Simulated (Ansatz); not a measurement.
Basis sets compared for (KH)4 ring (K₄H₄). The state is a singlet with charge 0. Geometry PBE-D4/def2-SVP. Ansatz on 4 threads of Arm Neoverse V2 on a shared host; times are rough, and most runs start from earlier orbitals.

| atom | x (Å) | y (Å) | z (Å) |
| --- | --- | --- | --- |
| K1 | 0.987 | 1.218 | -2.819 |
| H2 | 2.413 | -0.591 | -1.970 |
| K3 | 2.477 | -2.067 | -0.010 |
| H4 | 1.043 | -2.301 | 1.968 |
| K5 | -0.987 | -1.218 | 2.819 |
| H6 | -2.413 | 0.591 | 1.970 |
| K7 | -2.477 | 2.067 | 0.010 |
| H8 | -1.043 | 2.301 | -1.968 |

Binding counts from free atoms (K doublet, H doublet) in the same basis, without a counterpoise term.

```json
{"level": "PBE-D4/def2-SVP", "functions": "116", "energy (Eh)": "-2400.8520", "HOMO (eV)": "-3.46", "LUMO (eV)": "-0.63", "binding per atom (eV)": "1.38", "wall time": "1.9 s"}
{"level": "PBE0-D4/def2-SVP", "functions": "116", "energy (Eh)": "-2401.0541", "HOMO (eV)": "-4.45", "LUMO (eV)": "-0.16", "binding per atom (eV)": "1.38", "wall time": "2.2 s"}
```

**Question.** Estimate the rows for PBE-D4/def2-TZVP, PBE0-D4/def2-TZVP.

**Answer.** 
```
            level  functions  energy (Eh)  HOMO (eV)  LUMO (eV)  binding per atom (eV)  wall time
 PBE-D4/def2-TZVP        156   -2401.1719      -3.47      -0.58                   1.40      2.2 s
PBE0-D4/def2-TZVP        156   -2401.3682      -4.48      -0.10                   1.39      2.7 s
```
